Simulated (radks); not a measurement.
Species: Sc. Configuration: [Ar] 3d1 4s2. Calculated with a radial shooting solver on a logarithmic mesh with Libxc functionals: scalar-relativistic Kohn-Sham, r2SCAN, spin-polarised, spherical densities, finite nucleus; open shells are filled with parallel spins first; meta-GGA in the generalised Kohn-Sham scheme; Fermi nuclear charge, rms radius 3.5459 fm.

Radial electron density D(r) = 4 pi r^2 rho(r):

r (bohr)  D(r) (e/bohr)   spin D(r)
0.01069           5.909    0.000123
0.01403           8.794    0.000177
0.01841           12.54    0.000234
0.02436           17.02    0.000270
0.03198           21.27    0.000221
0.04198           24.23  -0.0000252
0.0551            24.70   -0.000633
0.07232           22.45    -0.00175
0.09492           19.28    -0.00325
0.1246            18.45    -0.00418
0.1635            21.66    -0.00177
0.2147            25.85     0.00983
0.2818            25.01      0.0396
0.3698            17.43      0.0991
0.4855            9.210       0.197
0.6372            6.923       0.330
0.8364            8.692       0.464
1.098             8.282       0.516
1.441             4.952       0.467
1.907             2.007       0.352
2.503            0.9958       0.230
3.285            0.7719       0.115
4.312            0.4942      0.0272
5.659            0.1898    -0.00475
7.428           0.03776    -0.00432
9.751          0.003424   -0.000728
12.8          0.0001238  -0.0000355

D(r) has 3 maxima, at r = 0.0505, 0.240, 0.935 bohr, and minima at 0.115, 0.612 bohr, inside which lie 2.14, 10.39 electrons.
